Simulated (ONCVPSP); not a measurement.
## Zr (Z = 40), ONCV: configuration errors across variants

- Element: zirconium
- Generator: ONCVPSP 4.0.1
- Type: optimised norm-conserving Vanderbilt (ONCV)
- Functional: PBE
- Relativity: scalar-relativistic
- Frozen core: [Ar] 3d10
- Valence charge: 12
- Reference configuration: 4s2 4p6 4d3 5s1
- Partial waves: 4s+5s: rc 2.40 bohr, ncon 4, nbas 8, qcut 4.3 1/bohr, 2 projectors; 4p: rc 1.60 bohr, ncon 4, nbas 7, qcut 10.5 1/bohr, 2 projectors, debl 3.4 Ha; 4d: rc 2.00 bohr, ncon 4, nbas 8, qcut 4.3 1/bohr, 3 projectors, debl 3.7 Ha
- Local potential: polynomial inside 1.15 bohr (lpopt 5, dvloc0 3 Ha)
- Core correction: Teter function, fcfact 4.75, rcfact 1.6

All-electron excitation energies from the reference (eV): (1) 4s2 4p6 4d2 5s2 -1.195; (2) 4s2 4p6 4d2 5s1 5.942; (3) 4s2 4p6 4d2 5s0 18.883; (4) 4s2 4p6 4d2 5s0 5p1 9.658.

2 further variants failed, have other tests or another functional or relativity, and are left out.

Errors AE − PS in meV (a dash: test not solved or not reliable):

```tsv
change	(1)	(2)	(3)	(4)	bound ghosts	GHOST(+) flags above zero
base	-2.1	+1.0	-1.1	+1.5	none	s
core correction Teter function, fcfact 4.75, rcfact 1.16	-0.8	+1.6	-0.1	+2.5	none	s
core correction Teter function, fcfact 6.2, rcfact 1.6	-2.7	+0.7	-1.4	+1.1	none	s
p: debl 3.95	-2.1	+1.0	-1.1	+1.6	none	s
all radii but the core radius scaled by about 1.15 (s 2.78, p 1.84, d 2.30 bohr); local potential polynomial inside 1.32 bohr (lpopt 5, dvloc0 3 Ha)	+3.2	+4.6	+0.6	+3.9	none	none
s: qcut 5.5	-1.6	+0.9	-0.9	+1.6	none	s
local potential polynomial inside 1.15 bohr (lpopt 5, dvloc0 5 Ha)	-2.2	+1.0	-1.1	+1.4	none	none
d: qcut 5.9	-3.5	0.0	-1.8	+0.5	none	s, d
```

Problem. Give the same row for: d: nproj 1.

Solution. -2.4, +0.4, -2.4, +0.6; bound ghosts: none; GHOST(+) flags above zero: s.
